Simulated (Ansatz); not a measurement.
Compare A (`CC(F)OC(F)F`) with its isomer B (`COCC(F)(F)F`).

Program: Ansatz. Geometries: PBE0-D4/def2-TZVP. ΔE: electronic, gas phase. CCSD(T)/CBS is the MP2 limit (def2-TZVPP, def2-QZVPP) plus CCSD(T) − MP2 in def2-TZVPP, frozen cores. DFT in def2-TZVPP. Each species was taken in one conformer, which may not be the lowest.

A:

Z-matrix (Å, degrees):
```
C
C 1 1.497
H 1 1.090 2 109.9
H 1 1.090 2 109.6 3 -120.0
H 1 1.091 2 109.5 3 119.9
F 2 1.382 1 109.9 3 178.1
O 2 1.394 1 108.6 3 -63.2
H 2 1.095 1 113.0 3 59.7
C 7 1.365 2 115.2 1 170.4
F 9 1.333 7 106.9 2 170.7
F 9 1.356 7 110.3 2 -72.4
H 9 1.094 7 113.5 2 49.1
```

B:

Z-matrix (Å, degrees):
```
C
O 1 1.411
H 1 1.098 2 110.9
H 1 1.094 2 112.3 3 -122.2
H 1 1.089 2 106.6 3 118.5
C 2 1.388 1 115.2 3 52.1
C 6 1.519 2 113.6 1 85.3
H 6 1.098 2 112.6 1 -37.0
H 6 1.093 2 107.9 1 -156.8
F 7 1.341 6 109.6 2 175.5
F 7 1.341 6 112.5 2 -65.2
F 7 1.333 6 112.0 2 55.8
```

Which isomer does CCSD(T)/CBS put lower? Give the gap. (Estimate.)

Ansatz gave: A, by 42.5 kJ/mol.

Give E(B) − E(A) in kJ/mol with ωB97M-V, HF/def2-TZVPP, LDA (SPW92), CCSD(T)/def2-SVP, PBE-D4, B2PLYP, MP2/def2-TZVPP. (Estimate.)

The calculation gave: ωB97M-V 41.6, HF/def2-TZVPP 43.5, LDA (SPW92) 42.4, CCSD(T)/def2-SVP 37.6, PBE-D4 41.7, B2PLYP 43.6, MP2/def2-TZVPP 44.0. None reverses the order clearly.

Does the order hold for the free energy at 298.15 K (harmonic terms from PBE0-D4)? (An estimate is asked.)

The calculation gave: Yes: G(B) − G(A) = +41.2 kJ/mol, for one conformer each. Modes under 60 cm⁻¹, often nearly free rotors, make the harmonic entropy too high.

Largest T1 diagnostic: 0.012.

Leaving LDA and LC-ωPBE aside and taking each functional with its dispersion term where it has one, the values, not all of them listed here, spread over 3.3 kJ/mol, from revPBE-D4 to B2PLYP. At CCSD(T), def2-SVP lies −4.9 kJ/mol from the extrapolated value and def2-TZVPP −0.4 kJ/mol.
